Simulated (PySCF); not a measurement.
AlClHI. Atoms are numbered in the order given.

```xyz
4

Al     0.8468    -1.1039     0.0000
Cl    -0.4680    -2.7339     0.0000
H      2.3885    -1.3446     0.0000
I     -0.1027     1.1730     0.0000
```

Geometry optimised at B3LYP-D3(BJ)/def2-TZVP. The def2 effective core potentials stand for the cores of I; spin–orbit coupling is left out.

Computed with PySCF with r2SCAN/def2-TZVPD.

Symmetry labels are those of the subgroup Cs that the program uses (full group Cs).

Computed valence orbital energies around the gap with their symmetry:
| orbital | symmetry | energy (eV) |
|---|---|---|
| HOMO−7 | A' | -18.22 |
| HOMO−6 | A' | -11.34 |
| HOMO−5 | A' | -9.41 |
| HOMO−4 | A' | -9.05 |
| HOMO−3 | A" | -8.79 |
| HOMO−2 | A' | -8.06 |
| HOMO−1 | A" | -7.42 |
| HOMO | A' | -7.18 |
| LUMO | A" | -2.17 |
| LUMO+1 | A' | -1.41 |
| LUMO+2 | A' | 0.11 |
| LUMO+3 | A' | 0.44 |
